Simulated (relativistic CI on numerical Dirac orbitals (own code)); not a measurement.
# Energy levels of Tb25+

Method of calculation: Dirac-Coulomb-Breit CI, KLI orbitals optimised for each configuration, QED by a radiative potential, unscaled Slater integrals (own radial code, finite nucleus).

Configuration list (outside the closed core [Ar] 3d10): 4s²4p⁶4d⁴, 4s²4p⁵4d⁵, 4s²4p⁶4d³4f, 4s4p⁶4d⁵, 4s²4p⁵4d⁴4f, 4s4p⁶4d⁴4f, 4s²4p⁶4d³5s, 4s²4p⁶4d³5p, 4s²4p⁶4d²4f5s, 4s²4p⁶4d³5d, 4s²4p⁵4d⁴5s, 4s²4p⁶4d²5s5p, 4s²4p⁶4d³5f, 4s²4p⁶4d³6s, 4p⁶4d⁵4f, 4s4p⁶4d³4f5s, 4s²4p⁶4d³6p, 4s²4p⁶4d³6f, 4s²4p⁶4d³7p, 4p⁶4d⁶, 4p⁵4d⁷, 4p⁵4d⁶4f, 4s²4p⁶4d²5s², 4s²4p⁶4d4f5s², 4s²4p⁵4d²4f5s², 4s4p⁶4d²4f5s². Double excitations out of closed p, d and f shells are left out; levels of such configurations are missing from the list, as are those of other unlisted configurations, and high levels can miss mixing partners. These lack a partner that the ground configuration has and come out too high: 4s²4p⁵4d⁴5s.

The lowest level is 4s²4p⁶4d⁴ ³P0, with 48 % of that term; Hund's rules for 4s²4p⁶4d⁴ give ⁵D with J = 0, of which the calculation keeps J, while another term leads.

```
No.  Configuration  Term  J   E (eV)   %  Next component (%)  Landé g  jj configuration (%)
  1      4s²4p⁶4d⁴    ³P  0   0.0000  48               43 ⁵D                   4d3/2^4 (90)
  2      4s²4p⁶4d⁴    ⁵D  1   5.2662  73               26 ³P    1.497    4d3/2^3 4d5/2 (92)
  3      4s²4p⁶4d⁴    ⁵D  2   8.3460  74                7 ³D    1.396    4d3/2^3 4d5/2 (59)
  4      4s²4p⁶4d⁴    ³F  4   9.4687  30               21 ⁵D    1.147    4d3/2^3 4d5/2 (89)
  5      4s²4p⁶4d⁴    ⁵D  3   9.8670  55               20 ³F    1.311    4d3/2^3 4d5/2 (63)
  6      4s²4p⁶4d⁴    ⁵D  0  14.3242  53               27 ³P           4d3/2^2 4d5/2^2 (88)
  7      4s²4p⁶4d⁴    ⁵D  4  14.7467  42               41 ³H    1.146  4d3/2^2 4d5/2^2 (85)
  8      4s²4p⁶4d⁴    ³G  3  15.8175  54               28 ⁵D    1.008  4d3/2^2 4d5/2^2 (67)
  9      4s²4p⁶4d⁴    ³F  2  16.0831  40               21 ¹D    1.005  4d3/2^2 4d5/2^2 (66)
 10      4s²4p⁶4d⁴    ³H  5  17.0085  70               28 ³G    1.079  4d3/2^2 4d5/2^2 (98)
 11      4s²4p⁶4d⁴    ³H  6  18.0173  57               42 ¹I    1.093  4d3/2^2 4d5/2^2 (96)
 12      4s²4p⁶4d⁴    ³P  1  18.1182  56               27 ³D    1.219  4d3/2^2 4d5/2^2 (84)
 13      4s²4p⁶4d⁴    ³G  4  19.5502  62               31 ¹G    1.029  4d3/2^2 4d5/2^2 (92)
 14      4s²4p⁶4d⁴    ³F  3  20.0694  40               37 ³D    1.151  4d3/2^2 4d5/2^2 (84)
 15      4s²4p⁶4d⁴    ³D  2  20.1523  40               29 ³P    1.126  4d3/2^2 4d5/2^2 (89)
 16      4s²4p⁶4d⁴    ³F  4  22.8819  41               28 ⁵D    1.206    4d3/2 4d5/2^3 (63)
 17      4s²4p⁶4d⁴    ³F  2  24.4900  35               31 ¹D    1.047  4d3/2^2 4d5/2^2 (73)
 18      4s²4p⁶4d⁴    ³F  3  24.7386  48               19 ³G    1.121    4d3/2 4d5/2^3 (88)
 19      4s²4p⁶4d⁴    ³G  5  26.0329  70               28 ³H    1.150    4d3/2 4d5/2^3 (98)
 20      4s²4p⁶4d⁴    ¹I  6  26.4615  57               42 ³H    1.068    4d3/2 4d5/2^3 (96)
 21      4s²4p⁶4d⁴    ³D  1  26.4829  68               21 ³P    0.811    4d3/2 4d5/2^3 (88)
 22      4s²4p⁶4d⁴    ³F  4  26.9176  48               38 ¹G    1.109  4d3/2^2 4d5/2^2 (71)
 23      4s²4p⁶4d⁴    ³P  2  28.2344  63               21 ³D    1.347  4d3/2^2 4d5/2^2 (57)
 24      4s²4p⁶4d⁴    ¹S  0  29.3574  57               41 ³P             4d3/2 4d5/2^3 (82)
 25      4s²4p⁶4d⁴    ¹F  3  29.9982  46               30 ³D    1.079    4d3/2 4d5/2^3 (91)
 26      4s²4p⁶4d⁴    ³F  2  30.3180  60               31 ³P    0.966    4d3/2 4d5/2^3 (54)
 27      4s²4p⁶4d⁴    ³F  3  34.5739  71               25 ¹F    1.066    4d3/2 4d5/2^3 (97)
 28      4s²4p⁶4d⁴    ³P  1  34.8758  94                3 ³D    1.465    4d3/2 4d5/2^3 (94)
 29      4s²4p⁶4d⁴    ¹G  4  35.2037  74               17 ³F    1.039    4d3/2 4d5/2^3 (58)
 30      4s²4p⁶4d⁴    ³P  0  35.5397  59               38 ¹S           4d3/2^2 4d5/2^2 (62)
```

Energies count from the lowest computed level. Filled j subshells are mostly left out of the jj labels.

The mean weight of the leading LS term, summed over parents, in these 30 levels is 56 %, and that of the leading jj configuration (from the same eigenvectors) 81 %, so jj coupling describes them better and the LS labels are nominal.

At this charge energies of transitions that change n are usually good to better than 1 %, and those within a shell (Δn = 0) to a few per cent. Terms inside the open d or f shell come out 10 to 20 % too wide with unscaled integrals.

LS names give the leading component of a level, which can be under half, so a name can repeat, a term be missing and a line seem to break the LS rules.
